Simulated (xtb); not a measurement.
TeCl2, SMILES Cl[Te]Cl. All values are semi-empirical tight-binding results from xtb (GFN2-xTB unless named), good for trends rather than for accurate numbers. Geometry optimised at GFN2-xTB. The isomer is the one that the SMILES or the coordinates give; other isomers of the formula were not compared.

```
Item                                              Result
----------------------------------------  --------------
point group as xtb finds it                          C2v
orbital gap                                      2.96 eV
zero-point energy                           1.2 kcal/mol
G − E(el) at 298.15 K (modified RRHO)     -17.4 kcal/mol
static polarisability (D4 model)              68.2 bohr³
solvation energy, GFN2-xTB/ALPB(water)     -1.1 kcal/mol
solvation energy, GFN2-xTB/ALPB(acetone)   -4.1 kcal/mol
```
